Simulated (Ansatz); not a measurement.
`[SiH3]CCBr` + `[NH2][Al]([OH])[SH]` → `[NH2][Al]([SH])[O][SiH3]` + `CCBr`  (ligand exchange at the Si–C bond)

Isolated molecules relaxed with PBE0-D4/def2-TZVP in Ansatz; ΔE leaves out vibrations. CBS: MP2 limit from def2 TZ/QZ plus the TZ coupled-cluster correction, frozen cores. Functionals use def2-TZVPP. HSE06 is defined as in plane-wave codes. For Br outer-core shells are correlated without core-valence functions, which leaves a few kJ/mol of doubt a bond. Scalar relativity is left out up to krypton. Each species was taken in one conformer, which may not be the lowest.

Question: Is it downhill or uphill in electronic energy at CCSD(T)/CBS, and by how much? (Best estimate.)

Answer: The calculation gave: Downhill: ΔE = -1.25 eV.

Question: What do these levels give: LDA (SPW92), r2SCAN-D4, BHLYP-D4, B2PLYP, revPBE, PBE0, r2SCANh, HSE06, CAM-B3LYP, MP2/def2-SVP, HF/def2-QZVPP, MP2/CBS(def2)? (Best estimate.)

Answer: The calculation gave: LDA (SPW92) -1.08, r2SCAN-D4 -1.24, BHLYP-D4 -1.39, B2PLYP -1.31, revPBE -1.12, PBE0 -1.18, r2SCANh -1.26, HSE06 -1.18, CAM-B3LYP -1.33, MP2/def2-SVP -1.27, HF/def2-QZVPP -1.55, MP2/CBS(def2) -1.25 eV.

Largest T1 diagnostic among the species: 0.011.

From PBE to PBE0 (25 % exact exchange), in def2-TZVPP and without D4, ΔE moves by −0.07 eV. In def2-TZVPP, CCSD(T) changes the Hartree–Fock value by +0.27 eV (the triples alone add +0.04 eV) and MP2 by +0.26 eV.
